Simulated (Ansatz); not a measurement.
Consider the formal exchange of groups at a B–F bond: `F[BH][GeH2][F]` + CH₄ → `C[BH][GeH2][F]` + H–F.

Isolated molecules relaxed with PBE0-D4/def2-TZVP in Ansatz; ΔE leaves out vibrations. CCSD(T)/CBS is the MP2 limit (def2-TZVPP, def2-QZVPP) plus CCSD(T) − MP2 in def2-TZVPP, frozen cores. This one scheme is used for every species. DFT in def2-TZVPP. B3LYP here is the variant with VWN-RPA as its local correlation; programs differ in this. For Ge outer-core shells are correlated without core-valence functions, which leaves a few kJ/mol of doubt a bond. Scalar relativity is left out up to krypton. One conformer a species, not always the lowest.

```tsv
level	ΔE (kcal/mol)	difference from CCSD(T)/CBS
PBE-D4	31.0	0.9
B3LYP-D4	32.9	2.8
ωB97X-V	32.3	2.2
ωB97M-V	32.1	2.0
r2SCAN	32.6	2.5
PBE0	31.0	0.9
HF/def2-TZVPP	35.3	5.2
SCS-MP2/def2-TZVPP	32.2	2.1
CCSD/def2-TZVPP	31.6	1.5
SCS-MP2/def2-QZVPP	31.4	1.3
CCSD(T)/CBS	30.1	0
```

Largest T1 diagnostic among the species: 0.013.

In def2-TZVPP, CCSD(T) changes the Hartree–Fock value by −3.9 kcal/mol (the triples alone add −0.1 kcal/mol) and MP2 by −4.5 kcal/mol. From PBE to PBE0 (25 % exact exchange), in def2-TZVPP and without D4, ΔE moves by −0.7 kcal/mol. The D4 term adds −1.2 kcal/mol with B3LYP and −0.7 kcal/mol with PBE0; it sums over pairs of atoms, weighted by their polarisabilities, and B3LYP, whose exchange is more repulsive, gets the larger term.
